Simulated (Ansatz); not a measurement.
(1) Predict a relaxed structure of B(PF3)H3 (BPH₃F₃), charge 0, singlet, at B3LYP-D4/def2-SVP (Ansatz).

Answers

(1) 
| atom | x (Å) | y (Å) | z (Å) |
| --- | --- | --- | --- |
| B1 | -1.058 | 0.144 | -0.287 |
| P2 | 0.721 | -0.099 | 0.193 |
| F3 | 1.691 | -0.756 | -0.861 |
| F4 | 1.029 | -1.007 | 1.445 |
| F5 | 1.562 | 1.179 | 0.573 |
| H6 | -1.536 | 0.645 | 0.713 |
| H7 | -1.429 | -0.989 | -0.528 |
| H8 | -0.979 | 0.882 | -1.250 |
Point group C3v (tolerance 0.1 Å). This is one stationary point.
